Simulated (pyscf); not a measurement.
Optimised with ωB97X-D3(BJ)/def2-SVP in PySCF.

SMILES: [Cl][GeH2][Sn]([Cl])([Cl])[Cl]
```xyz
8

Cl    -1.5416    -1.9034    -1.4268
Ge    -0.2293    -0.9520    -0.0105
Sn     0.0811     1.4030    -0.9708
Cl     1.4139     2.7352     0.3928
Cl    -1.9363     2.5220    -1.2193
Cl     1.1028     1.3689    -3.0538
H     -0.9251    -0.8981     1.3485
H      1.0991    -1.7062     0.0159
```

Question: What is the homolytic dissociation enthalpy (298 K, ωB97M-D3(BJ)/def2-TZVP) of the Ge–Sn bond of `[Cl][GeH2][Sn]([Cl])([Cl])[Cl]`, to Cl–GeH₂• + Cl–Sn•(Cl)–Cl?

Answer: Ge–Sn to Cl–GeH₂• + Cl–Sn•(Cl)–Cl: 54.9 kcal/mol. The 7 functionals that were run give +49.6 (PBE) to +65.2 kcal/mol (ωB97X-D3(BJ)). Elements up to Kr have no core potential and no relativistic terms here. Elements past Kr carry the def2 core potentials, without spin-orbit coupling.
